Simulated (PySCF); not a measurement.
Computed structure and properties of [Tb(H2S)2]3+

System: [Tb(H2S)2]3+ (singlet in the valence; each metal's 4f electrons, 8 of them, lie in its core potential, out of spins and levels); start: displaced along the imaginary mode (C2). Method: PySCF 2.14.0, RKS PBE, Tb lcecp-1-SVP with ECP54, S def2-SVP, H def2-SVP; non-relativistic Hamiltonian with scalar-relativistic core potentials where named; density fitting; no spin-orbit coupling.

Input of the relaxation:

```python
mol = gto.M(atom='''
Tb    -0.01083    -0.00000     0.00000
S      0.01788     0.01114     2.84309
H      1.18781     0.53710     3.41393
H     -0.90073     0.94198     3.35343
S      0.01788    -0.01114    -2.84309
H      1.18781    -0.53710    -3.41393
H     -0.90073    -0.94198    -3.35343''',
    basis={'Tb': 'lcecp-1-SVP', 'S': 'def2-SVP', 'H': 'def2-SVP'},
    ecp={'Tb': 'lcecp-1-SVP'},
    charge=3, spin=0)
mf = dft.RKS(mol, xc='PBE')
mf.grids.atom_grid = (50, 194)  # f atoms: unpruned, at least (60, 302)
mf = mf.density_fit()  # fitting sets: Tb AutoAux, S def2-universal-JKFIT, H def2-universal-JKFIT
mf.conv_tol = 1e-08; mf.max_cycle = 55
mf.kernel(dm0)  # dm0: converged density of the start geometry
# quasi-Newton relaxation in Cartesian coordinates to a largest gradient under 0.00045 Eh/bohr, steps kept in the point group
```

Run from Python with OMP_NUM_THREADS=2; the lines above give its settings. Where DIIS fails, smearing, a level shift and second-order steps follow.
It took 2.8 min on 2 threads of Arm Neoverse V1 (shared host), from the converged density of the start.

Course of the relaxation:

| step | energy above end (eV) | largest force component within the symmetry (eV/Å) |
| --- | --- | --- |
| 0 | 0.4038 | 0.433 |
| 1 | 0.3749 | 0.202 |
| 2 | 0.3408 | 0.280 |
| 3 | 0.2968 | 0.302 |
| 4 | 0.2479 | 0.512 |
| 5 | 0.2132 | 0.296 |
| 6 | 0.1839 | 0.141 |
| 7 | 0.1422 | 0.252 |
| 44 | 0.0016 | 0.037 |
| 45 | 0.0011 | 0.029 |
| 46 | 0.0007 | 0.021 |
| 47 | 0.0004 | 0.049 |
| 48 | 0.0001 | 0.034 |
| 49 | 0.0000 | 0.012 |
(The steps between are left out.)

Relaxed geometry (C2):

```xyz
7

Tb   -1.3830    0.0000    0.0000
S     0.4246    0.1480    2.1474
H     0.8842    1.4518    2.2321
H    -0.3178    0.1592    3.3181
S     0.4246   -0.1480   -2.1474
H     0.8842   -1.4518   -2.2321
H    -0.3178   -0.1592   -3.3181
```

```tsv
contact	Å
Tb1–S2 (H2S)	2.811
Tb1–S5 (H2S)	2.811
```

On the finer grid (75, 302):

```yaml
HOMO: -21.65 eV
LUMO: -19.01 eV
Dipole_about_the_centre_of_mass: 0.37 D
Set_of_Mulliken_populations_of_Tb1_outside_the_core_potential: s 2.27, p 6.13, d 0.76, f 0.01
D3_BJ_dispersion_energy_not_in_the_energies: -0.144 eV
```

```tsv
atom	Mulliken (e)	Löwdin (e)	spin (e)
Tb1	1.83	1.43	0.00
S2	0.01	0.50	0.00
H3	0.29	0.14	0.00
H4	0.29	0.14	0.00
S5	0.01	0.50	0.00
H6	0.29	0.14	0.00
H7	0.29	0.14	0.00
```

The 4f levels lie in the core potential and are missing. Their spin isn't counted.

On the grid (50, 194), as all that follows. Harmonic modes: a minimum within the noise of the softest modes; lowest 23 cm⁻¹ (negative: unstable), highest 2475 cm⁻¹, zero-point energy 0.895 eV.

Taking off one H2S (charge 0, singlet; the rest: singlet) in vacuum, both parts rigid, costs 3.79 eV; the small basis without counterpoise inflates it. Parting with an electron moved from the ligand to the metal can be far cheaper, even downhill.

Rigid scan of H2S along the line from its metal, all other atoms held (where the atom bridges, its other bond changes as well):

distance to S2 (Å), energy (eV) and a bar:
```
     2.51      0.320 ##############################
     2.61      0.125 ############
     2.71      0.027 ###
     2.81      0.000 
     2.91      0.021 ##
     3.01      0.075 #######
     3.21      0.235 ######################
```

One start shape was tried, so this needn't be the lowest isomer.

An lcecp potential fixes the number of 4f electrons, so in runs with it no electron can move into or out of that shell.
